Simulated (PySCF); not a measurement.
PySCF input (TPSS/def2-TZVPD):

```python
from pyscf import gto, scf, dft

mol = gto.M(
    atom='''
    Ge   -0.00000000   -0.00000000   -0.34085052
    O     0.00000000    0.00000000    1.36340210
    ''',
    basis='def2-tzvpd',
    charge=-1,
    spin=1,
    symmetry='C2v',
    verbose=4,
)

mf = dft.UKS(mol, xc='tpss').density_fit(auxbasis='def2-universal-jkfit')
mf.grids.level = 3
mf.conv_tol = 1e-9
mf.max_cycle = 100
mf.max_memory = 1500
mf.kernel()
if not mf.converged:
    mf = mf.newton()
    mf.kernel(mf.make_rdm1())
mf.analyze()
```

End of the output:

```
Extra cycle  E= -2152.25066763127  delta_E=    0  |g|= 7.43e-06  |ddm|= 1.13e-05
converged SCF energy = -2152.25066763127  <S^2> = 0.7537467  2S+1 = 2.0037432
**** SCF Summaries ****
Total Energy =                       -2152.250667631268243
Nuclear Repulsion Energy =              79.489017300451621
One-electron Energy =                -3166.399214631086124
Two-electron Energy =                  934.659529699366317
Two-electron Coulomb Energy =         1022.384358139862570
DFT Exchange-Correlation Energy =      -87.724828440496253
HOMO-LUMO gap [eV] =                     0.373116886751233
Wave-function symmetry = B1
alpha occupancy for each irrep:     A1   A2   B1   B2
                                    11    1    5    4
beta  occupancy for each irrep:     A1   A2   B1   B2
                                    11    1    4    4
**** MO energy ****
alpha MO #1 (A1 #1), energy= -397.481808480643 occ= 1
alpha MO #2 (A1 #2), energy= -49.0574111555514 occ= 1
alpha MO #3 (B2 #1), energy= -43.5968439774549 occ= 1
alpha MO #4 (B1 #1), energy= -43.5949155921015 occ= 1
alpha MO #5 (A1 #3), energy= -43.5929369252272 occ= 1
alpha MO #6 (A1 #4), energy= -18.632849733802 occ= 1
alpha MO #7 (A1 #5), energy= -5.79346364913845 occ= 1
alpha MO #8 (B2 #2), energy= -3.98654851441911 occ= 1
alpha MO #9 (B1 #2), energy= -3.97994917214722 occ= 1
alpha MO #10 (A1 #6), energy= -3.976061821272 occ= 1
alpha MO #11 (A1 #7), energy= -0.862951855092653 occ= 1
alpha MO #12 (A2 #1), energy= -0.85898225243202 occ= 1
alpha MO #13 (A1 #8), energy= -0.857003434443958 occ= 1
alpha MO #14 (B2 #3), energy= -0.85614088227239 occ= 1
alpha MO #15 (B1 #3), energy= -0.851152495487026 occ= 1
alpha MO #16 (A1 #9), energy= -0.601746057707743 occ= 1
alpha MO #17 (A1 #10), energy= -0.187481903627997 occ= 1
alpha MO #18 (B1 #4), energy= -0.0444400742767765 occ= 1
alpha MO #19 (B2 #4), energy= -0.0412124624773407 occ= 1
alpha MO #20 (A1 #11), energy= -0.0367019199993308 occ= 1
alpha MO #21 (B1 #5), energy= 0.0937792601671283 occ= 1
alpha MO #22 (B2 #5), energy= 0.107491052961402 occ= 0
alpha MO #23 (A1 #12), energy= 0.161379375115051 occ= 0
alpha MO #24 (A1 #13), energy= 0.180407761763214 occ= 0
alpha MO #25 (A1 #14), energy= 0.220051198035555 occ= 0
alpha MO #26 (B1 #6), energy= 0.228065338384385 occ= 0
alpha MO #27 (B2 #6), energy= 0.228849676999182 occ= 0
alpha MO #28 (A2 #2), energy= 0.232085957345545 occ= 0
alpha MO #29 (A1 #15), energy= 0.234788608686995 occ= 0
alpha MO #30 (B1 #7), energy= 0.25665282133239 occ= 0
alpha MO #31 (B2 #7), energy= 0.263095781250668 occ= 0
alpha MO #32 (A1 #16), energy= 0.319389354342142 occ= 0
alpha MO #33 (A1 #17), energy= 0.382320186441007 occ= 0
alpha MO #34 (A2 #3), energy= 0.48411505617862 occ= 0
alpha MO #35 (A1 #18), energy= 0.487733086738351 occ= 0
alpha MO #36 (B1 #8), energy= 0.512599084125103 occ= 0
alpha MO #37 (B2 #8), energy= 0.515430389130536 occ= 0
alpha MO #38 (A1 #19), energy= 0.524133651072324 occ= 0
alpha MO #39 (B1 #9), energy= 0.5783751352608 occ= 0
alpha MO #40 (B2 #9), energy= 0.580275560220648 occ= 0
alpha MO #41 (A1 #20), energy= 0.590722452121772 occ= 0
alpha MO #42 (A2 #4), energy= 0.597548271504956 occ= 0
alpha MO #43 (A1 #21), energy= 0.599330616930531 occ= 0
alpha MO #44 (B1 #10), energy= 0.685389363587531 occ= 0
alpha MO #45 (B2 #10), energy= 0.685587951950208 occ= 0
alpha MO #46 (A1 #22), energy= 0.734522072335295 occ= 0
alpha MO #47 (A1 #23), energy= 0.810294472598642 occ= 0
alpha MO #48 (B2 #11), energy= 0.906431092336764 occ= 0
alpha MO #49 (B1 #11), energy= 0.90916186259325 occ= 0
alpha MO #50 (A1 #24), energy= 0.956715667480417 occ= 0
alpha MO #51 (A2 #5), energy= 1.20204355126234 occ= 0
alpha MO #52 (A1 #25), energy= 1.20441717219388 occ= 0
alpha MO #53 (B2 #12), energy= 1.20554033701414 occ= 0
alpha MO #54 (A1 #26), energy= 1.20621569910179 occ= 0
alpha MO #55 (B1 #12), energy= 1.21033600131194 occ= 0
alpha MO #56 (B1 #13), energy= 1.22795076693599 occ= 0
alpha MO #57 (B2 #13), energy= 1.22876395764043 occ= 0
alpha MO #58 (A2 #6), energy= 1.30865735071123 occ= 0
alpha MO #59 (A1 #27), energy= 1.30945811557119 occ= 0
alpha MO #60 (A1 #28), energy= 1.31429506717062 occ= 0
alpha MO #61 (B2 #14), energy= 1.45889170069753 occ= 0
alpha MO #62 (B1 #14), energy= 1.46533099617926 occ= 0
alpha MO #63 (A1 #29), energy= 1.68011239460638 occ= 0
alpha MO #64 (A2 #7), energy= 1.93865911565466 occ= 0
alpha MO #65 (A1 #30), energy= 1.93905185771796 occ= 0
alpha MO #66 (B2 #15), energy= 2.20436731661432 occ= 0
alpha MO #67 (B1 #15), energy= 2.20737725661235 occ= 0
alpha MO #68 (A1 #31), energy= 2.34059460213889 occ= 0
alpha MO #69 (B2 #16), energy= 2.89041008981874 occ= 0
alpha MO #70 (B1 #16), energy= 2.89647327196914 occ= 0
alpha MO #71 (A1 #32), energy= 2.9020794669607 occ= 0
alpha MO #72 (A2 #8), energy= 2.90940934936274 occ= 0
alpha MO #73 (A1 #33), energy= 2.91656978396706 occ= 0
alpha MO #74 (B2 #17), energy= 2.99380694038041 occ= 0
alpha MO #75 (B1 #17), energy= 3.00055867622687 occ= 0
alpha MO #76 (A1 #34), energy= 3.18532574547064 occ= 0
alpha MO #77 (A1 #35), energy= 3.71242240120293 occ= 0
alpha MO #78 (B2 #18), energy= 3.95021191698124 occ= 0
alpha MO #79 (B1 #18), energy= 3.95844376688612 occ= 0
alpha MO #80 (A1 #36), energy= 4.44006443855249 occ= 0
alpha MO #81 (B1 #19), energy= 5.39022889495017 occ= 0
alpha MO #82 (B2 #19), energy= 5.3902415062194 occ= 0
alpha MO #83 (A2 #9), energy= 5.42452807056877 occ= 0
alpha MO #84 (A1 #37), energy= 5.42456681735217 occ= 0
alpha MO #85 (A1 #38), energy= 5.51656720272153 occ= 0
alpha MO #86 (B2 #20), energy= 5.56886617282845 occ= 0
alpha MO #87 (B1 #20), energy= 5.57529333887471 occ= 0
alpha MO #88 (A1 #39), energy= 5.94301940461542 occ= 0
alpha MO #89 (A2 #10), energy= 6.57687349480842 occ= 0
alpha MO #90 (A1 #40), energy= 6.57704848089631 occ= 0
alpha MO #91 (B2 #21), energy= 6.75783301112519 occ= 0
alpha MO #92 (B1 #21), energy= 6.75915969067296 occ= 0
alpha MO #93 (A1 #41), energy= 7.19609673305927 occ= 0
alpha MO #94 (A1 #42), energy= 43.6431342602683 occ= 0
beta  MO #1 (A1 #1), energy= -397.481221980673 occ= 1
beta  MO #2 (A1 #2), energy= -49.0573145131237 occ= 1
beta  MO #3 (B2 #1), energy= -43.5967114047979 occ= 1
beta  MO #4 (B1 #1), energy= -43.5939187019078 occ= 1
beta  MO #5 (A1 #3), energy= -43.5927766521914 occ= 1
beta  MO #6 (A1 #4), energy= -18.6281857384234 occ= 1
beta  MO #7 (A1 #5), energy= -5.79269905409532 occ= 1
beta  MO #8 (B2 #2), energy= -3.98631690244672 occ= 1
[...]
```
